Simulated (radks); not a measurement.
The numbers below are computed, except where a source is named.
Spherical jellium clusters: N electrons in a uniform positive sphere of charge N and radius rs N^(1/3), rs = 4.21 bohr. Level of theory: non-relativistic Kohn-Sham, LDA (Slater exchange, Perdew-Wang correlation), spin-polarised, spherical densities (a radial shooting solver with Libxc functionals). Levels are named by radial order and angular momentum (1s, 1p, 1d, 2s, ...), and open shells are averaged over m.

N = 25, configuration 1s2 1p6 1d10 2s2 1f(up 5, down 0). This is the lowest configuration that the search found. Occupied and some empty levels:

level,occupation,eigenvalue (eV),<r> (bohr)
1s up,1,-4.9371,7.745
1s down,1,-4.7677,7.367
1p up,3,-4.3520,8.971
1p down,3,-4.1195,8.806
1d up,5,-3.5794,9.823
1d down,5,-3.3168,9.777
2s up,1,-3.0918,7.734
2s down,1,-2.9676,7.953
1f up,5,-2.6529,10.55
1f down,0,-2.3814,10.59
2p up,0,-1.9959,9.384
2p down,0,-1.8688,9.484
1g up,0,-1.6065,11.29
1g down,0,-1.3429,11.41
2d up,0,-0.97320,11.53
2d down,0,-0.84592,11.75

Energy (eV): total -46.6832, kinetic 40.350, external -1641.0, Hartree 813.11, exchange-correlation -88.112, background 828.93.
